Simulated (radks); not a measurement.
Results of a calculation; reference values are marked as such.
Q: These are the eigenvalues of the occupied orbitals of an atom or ion with whole-number occupations (eV). Code: a radial shooting solver on a logarithmic mesh with Libxc functionals. Model: scalar-relativistic Kohn-Sham, SCAN, spin-polarised, spherical densities, finite nucleus; meta-GGA in the generalised Kohn-Sham scheme; Fermi nuclear charge, rms radius of each element as measured or else 0.836 A^(1/3) + 0.57 fm.

orbital  eigenvalue
1s down   -57684.02
1s up     -57684.00
2s up     -9914.262
2s down   -9914.092
2p up     -8792.665
2p down   -8792.548
3s up     -2420.218
3s down   -2416.205
3p up     -2076.678
3p down   -2072.515
3d up     -1646.184
3d down   -1642.800
4s up     -673.1019
4s down   -664.6707
4p up     -558.3282
4p down   -549.9953
4d up     -403.8736
4d down   -395.4680
5s up     -251.8503
5s down   -247.8960
4f up     -232.3176
4f down   -223.6578

Which element is it, and in what charge state? The configuration may be excited. Open shells, if any, are filled with parallel spins first.

A: Z = 68, erbium, charge +12: Er12+ in [Kr] 4d10 4f8 5s2. The list shows which subshells hold electrons but not how many an open one holds; the 1s level, -2119.8 hartree, gives Z - s = 65.1 by -(Z - s)^2/2, which with screening and relativity narrows Z to a few neighbours, and the depths of the outer levels then fix element, charge and occupations together.
